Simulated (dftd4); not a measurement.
C4H9KO, charge +1, doublet, at a GFN2-xTB geometry (such geometries of metal compounds can be far from the true shape) (a state made from the parent by changing its charge; the spin is typed, not shown lowest); D4 for r2scan run with dftd4 4.2.0.

Here is a job for dftd4.
```
$ dftd4 mol.xyz --func r2scan --charge 1 --json dftd4.json --noedisp

# file mol.xyz
15

K      1.17865806     1.52044927     1.52233295
O     -0.07021041     0.34670475     0.18173222
C     -0.44982916    -0.63310286    -0.61390364
C      0.58467577    -1.73806561    -0.79749522
C     -1.80765986    -1.23536986    -0.08292799
C     -0.86626122    -0.03344013    -2.01224332
H      0.21879920    -2.51530211    -1.46022741
H      0.82498563    -2.18539989     0.16721414
H      1.50078357    -1.32257558    -1.21777545
H     -1.59699646    -1.68279658     0.88533723
H     -2.16598743    -1.98523185    -0.77797481
H     -2.54376880    -0.44700386     0.03496130
H      0.03104959     0.39580950    -2.45120272
H     -1.61081285     0.74414666    -1.87705145
H     -1.25642553    -0.82394965    -2.64204347
```

What the program printed (banner, timings and long lists left out):

```
                    ____  _____ _____     ____  _  _
      -------------|  _ \|  ___|_   _|---|  _ \| || |------------
     |             | | | | |_    | | ___ | | | | || |_           |
     |             | |_| |  _|   | ||___|| |_| |__   _|          |
     |             |____/|_|     |_|     |____/   |_|            |
     |             ===================================           |
     |            E. Caldeweyher, S. Ehlert & S. Grimme          |
     |          Mulliken Center for Theoretical Chemistry        |
     |                    University of Bonn                     |
      -----------------------------------------------------------

Rational (Becke-Johnson) damping: r2scan-D4-ATM
---------------------
  s6         1.0000
  s8         0.6019
  s9         1.0000
  a1         0.5156
  a2         5.7734
 alp        16.0000
--------------------

Dispersion energy:      -2.7819290987809E-03 Eh

[Info] JSON dump of results written to 'dftd4.json'
```
